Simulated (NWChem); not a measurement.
Lowest excitation of F3Te (+1)

SMILES: F[Te+](F)F
```xyz
4

Te    -0.3069    -0.1143     0.0000
F      0.8755    -0.5431     1.4108
F      0.8755    -0.5431    -1.4108
F      0.0224     1.7468     0.0000
```
Charge +1, spin multiplicity 1.

All runs are NWChem calculations. Structure: optimised with PBE/def2-SVP with def2 effective core potentials on Te, a minimum by its harmonic frequencies.

Basis set: def2-SVP.

```
method    lowest vertical singlet excitation energy (eV)  relative cost  difference from EOM-CCSD
--------  ----------------------------------------------  -------------  ------------------------
TD-PBE                                              6.09              1                     -1.12
TDA-PBE0                                            6.83        under 3                     -0.37
EOM-CCSD                                            7.20              5                      0.00
TD-B3LYP                                            6.62        under 3                     -0.59
CIS                                                 8.22        under 3                     +1.02
```

The values span 2.13 eV, from TD-PBE (lowest) to CIS (highest). Costs are rough ratios of processor time within this set of runs, SCF included, with TD-PBE as 1.

Effective core potentials replace the inner electrons of Te; spin-orbit coupling is left out. The correlated methods keep 7 core orbitals frozen. B3LYP has NWChem's definition, with VWN1-RPA local correlation. The spin multiplicity of the parent species was assumed, not shown to be that of its ground state. The structure started from a generated list of species. No row is a measurement; the coupled-cluster row has its own basis-set and correlation limits.
